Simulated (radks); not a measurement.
Results of a calculation; reference values are marked as such.
Problem. The promethium ion Pm3+, 58 electrons, occupied as [Xe] 4f3.75 5d0.25 (fractional occupations, a model configuration). Code: a radial shooting solver on a logarithmic mesh with Libxc functionals. Model: scalar-relativistic Kohn-Sham, PW91, spin-polarised, spherical densities, finite nucleus; open shells are filled with parallel spins first (spin-orbit coupling, left out, can overturn this in heavy ions); Fermi nuclear charge, rms radius 4.962 fm. Some entries of the table are withheld. Estimate them.

orbital  occ.  eigenvalue (hartree)  r(max) (bohr)
1s down     1             -1655.720        0.01479
1s up       1             -1655.720        0.01479
2s up       1             -270.2231        0.08380
2s down     1             -270.2220        0.08380
2p up       3             -241.4734        0.06761
2p down     3             -241.4727        0.06761
3s up       1             -59.92520         0.2387
3s down     1             -59.87955         0.2386
3p up       3             -50.89601         0.2338
3p down     3             -50.85064         0.2338
3d up       5             -38.50416         0.1919
3d down     5             -38.46890         0.1918
4s up       1             -12.93642         0.5516
4s down     1             -12.81952         0.5514
4p up       3              -9.96581         0.5755
4p down     3              -9.84903         0.5752
4d up       5              -5.76571         0.6011
4d down     5              -5.64966         0.6007
5s up       1              -2.61200          1.267
5s down     1              -2.54487          1.275
5p up       3                   (1)          1.421
5p down     3                   (2)          1.433
4f up    3.75              -1.26960         0.6232
4f down     0              -1.16489         0.6244
5d up    0.25                   (3)          1.858
5d down     0                   (4)          1.886
6s up       0              -0.82168            (5)
6s down     0              -0.80076            (6)
6p up       0              -0.63991          3.554

Solution. 
(1) 5p up eigenvalue (hartree): -1.85592
(2) 5p down eigenvalue (hartree): -1.80289
(3) 5d up eigenvalue (hartree): -0.92594
(4) 5d down eigenvalue (hartree): -0.89596
(5) 6s up r(max) (bohr): 3.012
(6) 6s down r(max) (bohr): 3.045
